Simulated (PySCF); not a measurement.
**Assignment exercise: C$_{4}$H$_{12}$S$_{3}$Si**

Numbering as in the mapped SMILES `[CH3:1][S:2][Si:3]([CH3:4])([S:5][CH3:6])[S:7][CH3:8]`; H(Xn) means a hydrogen on atom n.

Calculated, not measured (PySCF): geometry from PBE0-D3(BJ)/def2-SVP, shieldings: GIAO CAM-B3LYP/pcSseg-1. Isolated molecule, rapidly exchanging positions averaged, a single conformation, relativity neglected.

References, each an isolated molecule treated in the same way: $^{13}$C (182.45 ppm) and $^{1}$H (31.33 ppm) vs TMS.

Q: Assign these signals to the numbered atoms. $^{13}$C{$^{1}$H} NMR (computed): δ 12.5 (CH3), 0.8 (CH3).

A: 
```tsv
δ (ppm)	atoms	environment	reason
12.5	C1/C6/C8	methyl carbon bonded to S	–
0.8	C4	methyl carbon bonded to Si	an electropositive neighbour leaves it electron-rich and shielded
```

Q: Assign these signals to the numbered atoms. $^{1}$H NMR (500 MHz, computed): δ 1.93 (s, 9H), 0.46 (s, 3H).

A: 
1.93 → H(C1)/H(C6)/H(C8), hydrogen on a methyl carbon bonded to S
0.46 → H(C4), hydrogen on a methyl carbon bonded to Si: an electropositive neighbour shields it, as in TMS itself

Shifts are as computed, not scaled to solution data. Of 1211 compounds with measured shifts, 218 miss one by over three times the rms of a fit or turn the order of signals round; such compounds aren't used in these exercises. Multiplicities follow the n + 1 count of equivalent neighbours, as no J values were calculated; m marks all less simple cases, F and P coupling included.
